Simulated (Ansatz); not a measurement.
C3H4F4O can be A, `FCC(F)OC(F)F`, or B, `FCOC(F)C(F)F`.

Program: Ansatz. Geometries: PBE0-D4/def2-TZVP. ΔE: electronic, gas phase. CCSD(T)/CBS adds triple-zeta CCSD(T) − MP2 to the extrapolated MP2 energy (def2 sets, frozen cores). DFT in def2-TZVPP. B3LYP here is the variant with VWN-RPA as its local correlation; programs differ in this. One conformer a species, not always the lowest.

Which is lower in electronic energy at CCSD(T)/CBS, and by how much? (An estimate is asked.)

The calculation gave: A, by 18.6 kJ/mol.

Give E(B) − E(A) in kJ/mol with B3LYP, CCSD(T)/def2-TZVPP, B2PLYP, PBE0-D4, HF/def2-TZVPP, CCSD/def2-TZVPP, r2SCAN-D4. (An estimate is asked.)

Computed: B3LYP 17.7, CCSD(T)/def2-TZVPP 18.8, B2PLYP 18.3, PBE0-D4 19.8, HF/def2-TZVPP 21.3, CCSD/def2-TZVPP 19.2, r2SCAN-D4 19.8. None reverses the order clearly.

Largest T1 diagnostic: 0.012.
